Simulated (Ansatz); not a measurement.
Ga7Sb7H20⁻, a nanocrystal cut from zinc blende GaSb (hydrogen-capped). The state is a doublet with charge -1. Geometry PBE-D4/def2-SVP, that of the neutral singlet; atoms count from 1.

Cartesian coordinates in Å:
```
Ga 1.9617 -3.4963 -1.3435
Ga -0.0445 4.1749 -0.5776
Ga 2.4672 0.4031 0.6904
Ga -0.5948 -0.0728 -2.5322
Ga -2.4939 -3.4014 -0.2997
Ga -1.8841 0.4964 1.7136
Ga 0.6397 -2.9104 3.0047
Sb -0.5774 2.6419 -2.6999
Sb 1.7794 -0.7680 -1.5836
Sb 0.0421 -3.7559 0.5225
Sb 2.2408 3.0811 0.2670
Sb -1.7591 3.1670 1.2050
Sb 0.5639 -0.2283 2.4227
Sb -2.3246 -0.6801 -0.6193
H 3.3945 -3.7345 -0.7215
H 1.4683 -4.0432 -2.7413
H -0.0628 5.7344 -0.7949
H 3.9496 0.1592 1.1745
H -0.9461 -0.6023 -3.9770
H -2.6955 -3.9534 -1.7661
H -3.5106 -3.5857 0.8955
H -3.0075 0.3099 2.8063
H 2.1556 -3.1899 3.3506
H -0.5786 -3.1263 3.9871
H 0.4538 3.2347 -3.9422
H -2.0371 3.2830 -3.3458
H 2.8897 -0.1242 -2.7325
H 0.0637 -5.4612 0.7530
H 3.4461 3.6999 -0.7925
H 2.6957 4.0168 1.6365
H -1.5171 4.1084 2.6240
H -3.2816 3.8485 0.7856
H 0.9078 0.7594 3.7913
H -3.8045 0.0151 -1.1604
```

In the def2 sets Sb takes a core potential; there is no spin–orbit coupling. Single mean-field runs in def2-SVP are fitted with def2-universal-jkfit. The highest occupied level of the charge -1 doublet lies above zero (up to 0.20 eV). By energy differences its removal costs 0.91 eV (vertical, to the charge 0 singlet, at PBE0-D4/def2-SVP); self-interaction error and the lack of diffuse functions both raise the level.

Q: Estimate the Mulliken populations of the heavy atoms from the PBE0/def2-SVP orbitals of Ansatz.

A: 
| atom | charge (e) | spin (α − β) |
| --- | --- | --- |
| Ga1 | 0.17 | 0.00 |
| Ga2 | 0.12 | 0.05 |
| Ga3 | 0.16 | 0.01 |
| Ga4 | 0.15 | 0.02 |
| Ga5 | 0.14 | 0.06 |
| Ga6 | 0.18 | 0.00 |
| Ga7 | 0.13 | 0.07 |
| Sb8 | 0.06 | 0.04 |
| Sb9 | -0.17 | 0.00 |
| Sb10 | -0.20 | 0.00 |
| Sb11 | 0.02 | 0.10 |
| Sb12 | -0.06 | 0.25 |
| Sb13 | -0.14 | 0.02 |
| Sb14 | -0.15 | 0.01 |
Mulliken values and Mayer orders depend strongly on the basis.

Q: Where does the spin sit?

A: Summed by element: Ga 0.20, Sb 0.42, H 0.39, of 1 unpaired in all. Largest on single atoms: Sb12 0.25, H29 0.12, H32 0.11.

Q: And the Mayer bond orders between bonded heavy atoms (over 0.3)?

A: Ga1–Sb9 0.62 (2.74 Å); Ga1–Sb10 0.76 (2.69 Å); Ga2–Sb8 0.75 (2.67 Å); Ga2–Sb11 0.79 (2.67 Å); Ga2–Sb12 0.89 (2.67 Å); Ga3–Sb9 0.81 (2.65 Å); Ga3–Sb11 0.67 (2.72 Å); Ga3–Sb13 0.83 (2.65 Å); Ga4–Sb8 0.66 (2.72 Å); Ga4–Sb9 0.82 (2.65 Å); Ga4–Sb14 0.83 (2.65 Å); Ga5–Sb10 0.74 (2.69 Å); Ga5–Sb14 0.62 (2.75 Å); Ga6–Sb12 0.70 (2.72 Å); Ga6–Sb13 0.81 (2.65 Å); Ga6–Sb14 0.81 (2.65 Å); Ga7–Sb10 0.73 (2.69 Å); Ga7–Sb13 0.62 (2.75 Å).
